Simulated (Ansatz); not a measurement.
The cluster H₅Au₃. The state is a quintet with charge 0. Geometry r2SCAN-D4/def2-SVP; atoms count from 1.

```tsv
atom	x (Å)	y (Å)	z (Å)
Au1	-0.7385	1.4452	-0.7673
Au2	-0.4229	-0.6062	0.9445
Au3	1.0889	-0.4924	-1.5554
H4	2.2800	-1.4746	-2.0187
H5	-1.7265	-0.2488	1.8318
H6	0.6240	0.5839	1.6675
H7	-1.8254	2.3089	0.0874
H8	0.7206	-1.5161	-0.1898
```

In the def2 sets Au takes a core potential; there is no spin–orbit coupling. At PBE0-D4/def2-TZVP a singlet of charge 0 lies 4.65 eV below the quintet, each at its own geometry. The structure comes from a short search, and lower isomers may exist.

**Question.** Estimate the Mulliken populations from the PBE0/def2-TZVP orbitals of Ansatz.

**Answer.** 
| atom | charge (e) | spin (α − β) | d electrons |
| --- | --- | --- | --- |
| Au1 | 0.12 | 0.76 | 9.58 |
| Au2 | 0.24 | 0.51 | 9.39 |
| Au3 | 0.07 | 0.59 | 9.51 |
| H4 | -0.01 | 0.41 | – |
| H5 | -0.06 | 0.36 | – |
| H6 | -0.11 | 0.60 | – |
| H7 | -0.04 | 0.48 | – |
| H8 | -0.20 | 0.27 | – |
Mulliken values depend strongly on the basis.

**Question.** Where does the spin sit?

**Answer.** Summed by element: Au 1.87, H 2.13, of 4 unpaired in all. Largest on single atoms: Au1 0.76, H6 0.60, Au3 0.59.

**Question.** And the Mayer bond orders between heavy atoms (over 0.3)?

**Answer.** Au1–Au2 0.46 (2.69 Å); Au1–Au3 0.38 (2.78 Å).
